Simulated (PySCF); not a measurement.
**Computed data sheet: `CN[SiH2][SiH2]C`**

C2H11NSi2.
Bonds: C1–N2, N2–Si3, Si3–Si4, Si4–C5. Hydrogens: H6, H7, H8 on C1; H9 on N2; H10, H11 on Si3; H12, H13 on Si4; H14, H15, H16 on C5.

Among its groups: Si–H bond and C–Si bond.

From PBE0-D3(BJ)/def2-SVP geometry optimisation, gas phase (PySCF):

| Quantity | Value |
| --- | --- |
| Point group | C1 |
| Rotational constants A, B, C | 5.355, 1.415, 1.235 GHz |

From CAM-B3LYP/def2-SVPD ground state, ΔSCF and vertical TDDFT (core frozen in the response) (PySCF):

| Quantity | Value |
| --- | --- |
| Dipole moment | 1.17 D |
| HOMO energy | -8.07 eV |
| LUMO energy | 1.04 eV |
| HOMO–LUMO gap | 9.11 eV |
| Lowest singlet excitation | 5.73 eV (216 nm, f = 0.002) |
| Strongest line among the 10 lowest singlet transitions | S5 at 7.12 eV (174 nm, f = 0.062) |
| Lowest triplet excitation (Tamm–Dancoff) | 5.40 eV |
| Static isotropic polarisability | 92.3 au |
| Vertical ionisation energy | 8.77 eV |
| Electronic spatial extent ⟨r²⟩ about the centre of nuclear charge | 1047 bohr² |

**KT2/pcSseg-2 ground state and GIAO shieldings, non-relativistic (PySCF)**

| Item | Value |
| --- | --- |
| 13C chemical shifts (computed TMS as zero) by class | 38.0 (C1), -10.3 (C5) ppm |
| 1H chemical shifts (computed TMS as zero) by class | 5.10 (H10/H11), 3.93 (H12/H13), 2.84 (H6/H7/H8), 0.25 (H14/H15/H16), -0.56 (H9) ppm |
| Isotropic shieldings of nuclei other than C and H, by class | 246 (N2), 394 (Si3), 428 (Si4) ppm |

From delta-SCF UKS SCAN, pcX-2 on the ionised atom, pcseg-1 elsewhere, spin-free X2C; 2p3/2 from a spin–orbit splitting computed afterwards within the 2p shell (PySCF):

| Quantity | Value |
| --- | --- |
| Core binding energies | Si2p3/2 106.1 (Si4), Si2p3/2 106.3 (Si3), C1s 290.1 (C5), C1s 291.5 (C1), N1s 404.3 (N2), Si1s 1845.8 (Si4), Si1s 1846.1 (Si3) eV |

Monoisotopic mass (most abundant isotopes): 105.0430 u.

The ΔSCF ionisation energy exceeds −ε(HOMO) by 0.70 eV with CAM-B3LYP. The polarisability is 13.68 Å³ as a volume (1 au = 0.148185 Å³), or 1.59 au for each of the 58 electrons. The rotational constants make it an asymmetric top with κ = (2B − A − C)/(A − C) = -0.91, nearer the prolate limit (−1). The vertical singlet–triplet gap S1 − T1 is 0.33 eV (TDDFT singlet less Tamm–Dancoff triplet; S1: HOMO→LUMO, weight 0.85; T1: HOMO→LUMO, weight 0.76). S1 lies 3.38 eV below the HOMO–LUMO gap; its leading configuration is HOMO→LUMO, weight 0.85. With B = h/(8π²I), that is 505.379 GHz u Å² over I, the principal moments of inertia are 94.4, 357.2 and 409.4 u Å² (most abundant isotopes); the inertial defect Ic − Ia − Ib is -42.2 u Å² (zero for a rigid planar frame, negative otherwise).

 NMR classes are plain means over equivalent atoms (diastereotopic ones count apart unless rotation or inversion swaps them), as if these changed places fast; in this geometry the members of some classes differ.

Conformer computed: `[CH3:1][NH:2][SiH2:3][SiH2:4][CH3:5]`: C1–N2–Si3–Si4 -166°, N2–Si3–Si4–C5 60°.

One conformer stands for the species.
